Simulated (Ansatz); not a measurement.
Species: C4H10S, SMILES `CC(C)(C)S` (C–C–S–H torsion 180°) (charge 0, multiplicity 1).

Give a relaxed geometry from B3LYP-D3(BJ)/def2-TZVP (Ansatz, a first-principles code).

This is not unique; one that fits is the end point of this relaxation, one of several conformers (outside a Z-matrix the atoms follow the SMILES, hydrogens last).
Cartesian coordinates (Å) in one orientation:
```xyz
15

C      1.429     0.331    -0.503
C     -0.033    -0.012    -0.212
C     -0.126    -1.312     0.586
C     -0.709     1.133     0.541
S     -0.824    -0.231    -1.876
H      1.965     0.476     0.438
H      1.512     1.250    -1.085
H      1.922    -0.471    -1.054
H      0.376    -1.194     1.551
H      0.344    -2.135     0.049
H     -1.166    -1.581     0.780
H     -0.656     2.061    -0.028
H     -0.216     1.289     1.505
H     -1.760     0.912     0.734
H     -2.058    -0.517    -1.427
```
